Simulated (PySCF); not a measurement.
# Os (osmium, neutral) across methods

[Xe] 4f14 5d6 6s2, high-spin 5D determinant. All numbers are calculated (PySCF 2.14, a scalar-relativistic core potential, in aug-cc-pwCVTZ-PP with ECP60MDF (8s8p7d4f3g, 122 functions)).

```csv
method,E (hartree),mean ε 6s α (eV),mean ε 5d β (eV),mean ε 6s β (eV),Σ⟨r²⟩ (bohr²),⟨S²⟩
PBE0,-90.7771,-7.292,-6.358,-5.876,56.52,6.013
PBE,-90.8189,-6.575,-5.064,-5.249,56.52,6.010
BHandHLYP,-90.6668,-7.807,-7.556,-6.574,56.74,6.011
UHF,-90.07143,-8.879,-9.333,-6.747,58.17,6.034
B3LYP,-90.8238,-7.105,-6.159,-5.985,56.63,6.009
LDA,-90.6194,-6.799,-5.058,-5.606,56.45,6.009
PW91,-90.8642,-6.622,-5.079,-5.274,56.37,6.010
r2SCAN,-90.8293,-6.542,-4.977,-5.182,55.95,6.021
```

Energies and moments cover only the electrons outside the core potential. Spin-orbit coupling, absent here, splits the open shell strongly.
